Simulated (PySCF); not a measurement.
A side-by-side comparison of computed properties.

First species: C7H6N2Se.
SMILES: `C(#N)C1(CC1)c1c[se]nc1`

Second species: C7H6N2Se.
Numbering: `[CH3:1][c:2]1[se:3][n:4][cH:5][c:6]1/[CH:7]=[CH:8]/[C:9]#[N:10]` (hydrogens: H11, H12, H13 on C1; H14 on C5; H15 on C7; H16 on C8)

Structure used (PBE0-D3(BJ)/def2-SVP), in Å, numbered top down from 1:
```
atom  x, y, z in Å
C1    -1.6522   -1.4678    0.7561
C2    -1.3899   -0.0311    0.4556
Se3   -2.7070    1.2663    0.4415
N4    -1.4920    2.5379    0.0135
C5    -0.3208    1.9819   -0.0806
C6    -0.1775    0.5665    0.1481
C7     1.0667   -0.1711    0.0708
C8     2.2812    0.3402   -0.2287
C9     3.4493   -0.4684   -0.2849
N10    4.4103   -1.1182   -0.3362
H11   -1.3565   -2.1072   -0.0908
H12   -1.0782   -1.7962    1.6372
H13   -2.7137   -1.6602    0.9617
H14    0.5254    2.6308   -0.3359
H15    1.0087   -1.2446    0.2743
H16    2.4225    1.4031   -0.4444
```

Levels: wB97X-D/def2-SVPD for dipole moment, HOMO energy, LUMO energy, HOMO–LUMO gap, static isotropic polarisability and electronic spatial extent ⟨r²⟩ about the centre of nuclear charge; TDDFT wB97X-D/def2-SVPD for lowest singlet excitation; PBE0-D3(BJ)/def2-SVP for rotational constant A and rotational constant C. Geometries: PBE0-D3(BJ)/def2-SVP. All species are isolated and taken at one optimised geometry, non-relativistic unless stated; the electronic structure was computed with PySCF and density fitting.

Dipoles, sizes and rotational constants follow the conformer. The torsions of the flexible species, by atom-mapped SMILES:
- `[N:1]#[C:2][C:3]1([c:4]2[cH:5][n:6][se:7][cH:8]2)[CH2:9][CH2:10]1`: C2–C3–C4–C5 -179°
- `[CH3:1][c:2]1[se:3][n:4][cH:5][c:6]1/[CH:7]=[CH:8]/[C:9]#[N:10]`: C5–C6–C7–C8 0°

(1) Which of the two has the higher HOMO energy, and by how much?

(2) Which has the higher ⟨r²⟩?

(3) Which of the two has the higher dipole moment, and by how much?

(4) Which of the two has the higher rotational constant A, and by how much?

(5) Which of the two has the higher HOMO–LUMO gap, and by how much?

(6) Which of the two has the higher rotational constant C, and by how much?

(7) Which has the higher S1 energy?

(8) Which of the two has the higher static isotropic polarisability, and by how much?

## Answers

(1) The second: -8.76 eV against -8.94 eV, a difference of 0.18 eV.

(2) The second: 2602 bohr² against 2125 bohr², a difference of 477 bohr².

(3) The second: 4.38 D against 2.40 D, a difference of 1.98 D.

(4) The second: 2.858 GHz against 2.171 GHz, a difference of 0.687 GHz.

(5) The first: 9.19 eV against 8.06 eV, a difference of 1.13 eV.

(6) The first: 0.472 GHz against 0.370 GHz, a difference of 0.102 GHz.

(7) The first: 5.02 eV against 4.56 eV, a difference of 0.46 eV.

(8) The second: 130.2 au against 111.6 au, a difference of 18.6 au.

On the first: No computed singlet falls in the visible range (750 to 380 nm, 1.65 to 3.26 eV); S1 lies 1.76 eV above its blue end. The principal polarisabilities are 77.3, 116.4 and 141.0 au; their mean is the isotropic value. The calculation is non-relativistic and has no spin–orbit coupling, an omission that weighs most on selenium.

On the second: In wavenumbers S1 is 36700 cm⁻¹ (1 eV = 8065.54 cm⁻¹). Relativistic effects, spin–orbit coupling among them, are left out although an element past zinc is present.
